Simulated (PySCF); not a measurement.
# Bond lengths and vibrations by method: AlH3N2Si

All numbers below are calculated, not measured. The program is PySCF 2.14.0, an open-source quantum chemistry code, run on an isolated molecule that a program drew, which may never have been made. The molecule is AlH3N2Si (charge 0, singlet), drawn as the SMILES string `N=[SiH][NH][Al]`.

The geometry was optimised and harmonic frequencies were computed with HF and MP2, all in the cc-pV(D+d)Z basis, for the commonest isotopes, with a restricted reference for singlets and an unrestricted one otherwise, and a frozen core in MP2. Each result is a local minimum of its method.

Geometry at the HF minimum:
```xyz
7
AlH3N2Si, angstrom
N    -2.0094    0.2940   -2.0087
Si   -1.0563   -0.5836   -2.8823
N     0.5665   -1.0312   -2.6597
Al    1.7328   -0.6240   -1.2971
H    -1.8519    0.7682   -1.1430
H    -1.5770   -1.1590   -4.1278
H     0.9212   -1.6132   -3.4072
```

Lengths of the bonds as drawn, in Å (atoms numbered as above):
```
bond,HF,MP2
N1-Si2,1.563,1.604
Si2-N3,1.698,1.726
N3-Al4,1.839,1.851
N1-H5,0.999,1.022
Si2-H6,1.467,1.474
N3-H7,1.012,1.029
```

Rotational constants, in GHz:
```
constant     HF    MP2
       A  13.06  12.81
       B  2.496  2.417
       C  2.095  2.034
```

Harmonic frequencies in cm^-1, each column in rising order, so a row needn't be the same motion in every method:
| rank | HF | MP2 |
|---|---|---|
| 1 | 109 | 87 |
| 2 | 126 | 92 |
| 3 | 380 | 337 |
| 4 | 460 | 393 |
| 5 | 535 | 447 |
| 6 | 576 | 573 |
| 7 | 602 | 630 |
| 8 | 752 | 720 |
| 9 | 898 | 828 |
| 10 | 965 | 907 |
| 11 | 1149 | ? |
| 12 | 1276 | 1151 |
| 13 | 2385 | 2328 |
| 14 | 3705 | 3515 |
| 15 | 3877 | 3617 |

**Estimate the missing MP2 frequency from the HF column.**

A single factor s that minimises the squared misfit of MP2 against s times HF over the other rows is sum(HF x MP2) / sum(HF^2) = 0.9437, with an rms misfit of 40 cm^-1. For rank 11 it gives 0.9437 x 1149 = 1084 cm^-1. The calculation gives 1042 cm^-1, 42 cm^-1 below the estimate. The drawn bonds are on average 1.6 % longer in MP2 than in HF.
